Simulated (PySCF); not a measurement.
Where the electron goes

Compound: C₆H₁₃AlO₃.
Cartesian coordinates in Å at the PBE0-D3(BJ)/def2-SVP level; atoms count from 1:
```
atom  x, y, z in Å
C1     2.9633    1.0465    0.8061
C2     2.2192   -0.1274    0.2611
O3     2.6803   -1.0522   -0.3430
O4     0.8878   -0.0163    0.5338
C5     0.0093   -0.8635   -0.1569
C6    -0.7649   -1.7561    0.7890
C7    -1.8515   -0.8147    1.2986
C8    -2.2068   -0.0303    0.0488
O9    -0.9909   -0.0338   -0.7390
Al10  -0.5437    1.5299   -1.9019
H11    2.6186    1.2901    1.8199
H12    2.7447    1.9143    0.1645
H13    4.0392    0.8413    0.7950
H14    0.5540   -1.3789   -0.9584
H15   -1.1978   -2.5948    0.2221
H16   -0.1133   -2.1648    1.5717
H17   -2.7197   -1.3364    1.7229
H18   -1.4389   -0.1445    2.0670
H19   -2.4863    1.0161    0.2352
H20   -2.9885   -0.5137   -0.5564
H21   -0.6515    2.7246   -0.8311
H22   -1.7437    1.4171   -2.9588
H23    0.9282    1.0686   -2.3446
```

Level of theory: TDDFT PBE0/def2-SVPD, vertical, gas phase, core orbitals frozen in the response (PySCF 2.14.0, density-fitted response routines).

Kohn–Sham orbitals with the atoms that hold most of them (Löwdin shares over 4%, at most four atoms; ? is withheld):

```json
{"orbital": "LUMO+2", "ε (eV)": "0.61", "atoms": "Al10 45%, H21 6%, H23 6%, H22 6%"}
{"orbital": "LUMO+1", "ε (eV)": "0.13", "atoms": "Al10 13%, C7 10%, C6 9%, C8 9%"}
{"orbital": "LUMO", "ε (eV)": "-0.22", "atoms": "?"}
{"orbital": "HOMO", "ε (eV)": "?", "atoms": "Al10 36%, H21 30%, H22 26%, O9 5%"}
{"orbital": "HOMO-1", "ε (eV)": "-7.48", "atoms": "?"}
{"orbital": "HOMO-2", "ε (eV)": "-8.49", "atoms": "O3 63%, O4 10%, C1 8%, C2 8%"}
{"orbital": "HOMO-3", "ε (eV)": "-9.31", "atoms": "O4 32%, O3 19%, O9 14%, C6 6%"}
```

Which atoms hold the HOMO-1, and with what shares?

Al10 (bonded to O and 3 H) 36%; H23 (bonded to Al) 36%; H22 (bonded to Al) 12%; H21 (bonded to Al) 8%. By element: hydrogen 56% or more, aluminium 36%.

Give the leading atoms of the LUMO.

C2 (bonded to C and 2 O) 38%; O3 (bonded to C) 30%; O4 (bonded to 2 C) 11%; C1 (bonded to C and 3 H) 8%. By element: carbon 46% or more, oxygen 40% or more.

What is the HOMO energy, and the HOMO–LUMO gap?

ε(HOMO) = -7.30 eV; the gap is 7.07 eV (0.2600 hartree).

The HOMO–LUMO gap is 7.07 eV. Where does the response calculation put the lowest singlet, and from which orbitals?

S1 is at 5.93 eV (f = 0.0009), 1.14 eV below the gap, made of HOMO-2→LUMO (92%). Its leading pair isn't HOMO and LUMO; the energies of that pair differ by 8.27 eV. Without the coupling terms of the response equations the lowest excitation would equal the gap.

Next come S2 at 6.24 eV (f 0.0008), HOMO→LUMO (48%), HOMO-1→LUMO (47%); S3 at 6.31 eV (f 0.0013), HOMO-1→LUMO (48%), HOMO→LUMO (39%); S4 at 6.37 eV (f 0.0081), HOMO→LUMO+1 (60%), HOMO→LUMO+2 (21%), HOMO→LUMO (10%); S5 at 6.57 eV (f 0.010), HOMO-1→LUMO+1 (69%), HOMO-1→LUMO+2 (24%).

One conformer stands for the species.
